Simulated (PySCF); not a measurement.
## Exercise with solution: chemical shift, span and skew from a shielding tensor

(2R)-1,1-difluoro-2-methylcyclopropane (C4H6F2), SMILES [C@@H]1(C)CC1(F)F. Atoms are numbered in the order given.

```xyz
12

C      2.0254     0.2620     0.1734
C      0.7303     0.2858    -0.6045
C     -0.4052     1.2698    -0.2214
C     -0.5425    -0.1934     0.0052
F     -0.5288    -0.6710     1.2763
F     -1.4181    -0.9087    -0.7428
H      2.7046     1.0750    -0.1546
H      2.5555    -0.7021     0.0349
H      1.8385     0.3859     1.2582
H      0.8110     0.0859    -1.6869
H     -0.2429     1.9039     0.6647
H     -0.9929     1.7243    -1.0334
```
Charge 0, spin multiplicity 1.

The structure is a stationary point at PBE-D3(BJ)/def2-SVP.

GIAO shieldings from PySCF with PBE/pcSseg-1, non-relativistic, no solvent. The symmetric part of the tensor of C1 has the principal values 150.6, 159.6, 182.2 ppm. The same nucleus in TMS has σ = 182.0 ppm at this level (PySCF, at its B3LYP-D3(BJ)/def2-TZVP geometry).

### Question
Work out the isotropic shielding, the ¹³C shift against TMS, the span and the skew.

### Answer

σ(iso) = (σ11 + σ22 + σ33)/3 = 164.1 ppm. δ = σ(ref) − σ(iso) = 182.0 − (164.1) = 17.9 ppm.
Span Ω = σ33 − σ11 = 31.6 ppm. Skew κ = 3(σ(iso) − σ22)/Ω = 0.43. Tumbling in solution averages the tensor to δ; in a static solid the shielding alone would spread this spin-1/2 line over Ω.
